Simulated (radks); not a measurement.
Cd3+, configuration [Kr] 4d9.

All-electron calculation, scalar-relativistic Kohn-Sham, exchange-only LDA, spin-polarised, spherical densities, point nucleus; open shells are filled with parallel spins first (spin-orbit coupling, left out, can overturn this in heavy ions). Program: a radial shooting solver on a logarithmic mesh with Libxc functionals.

Energy parts (eV):
| part | energy |
|---|---|
| total | -151915.524 |
| kinetic | 158134.313 |
| electron-nucleus | -366066.961 |
| Hartree | 59925.891 |
| exchange | -3908.768 |

Orbitals (lengths in bohr, moments of r in powers of bohr; r(max) is where P^2 peaks; r(90%) holds 90 % of the orbital's charge):
orbital  occ.  eigenvalue (eV)      <r^4>   r(max)  r(90%)
1s up       1        -26526.73  4.077e-06  0.01970  0.0546
1s down     1        -26526.73  4.077e-06  0.01970  0.0546
2s up       1        -3968.129  0.0007197   0.1114   0.204
2s down     1        -3967.907  0.0007197   0.1114   0.204
2p up       3        -3566.263  0.0005157  0.08900   0.187
2p down     3        -3566.087  0.0005157  0.08900   0.187
3s up       1        -766.8705    0.03326   0.3243   0.529
3s down     1        -766.7110    0.03324   0.3243   0.528
3p up       3        -635.0645    0.03540   0.3174   0.538
3p down     3        -634.8918    0.03536   0.3174   0.538
3d up       5        -428.1609    0.03327   0.2655   0.530
3d down     5        -427.9345    0.03322   0.2655   0.530
4s up       1        -140.0448      1.130   0.7939    1.27
4s down     1        -139.1646      1.129   0.7934    1.27
4p up       3        -100.9995      1.683   0.8430    1.41
4p down     3        -100.1030      1.686   0.8425    1.41
4d up       5         -44.7806      5.284   0.9690    1.87
4d down     4         -43.9165      5.390   0.9689    1.88

The highest occupied level is 4d down at -43.916 eV. Summed over all electrons, <r^2> = 26.08 bohr^2, which gives a Langevin (diamagnetic) susceptibility term of -20.7 x 10^-6 cm^3/mol.
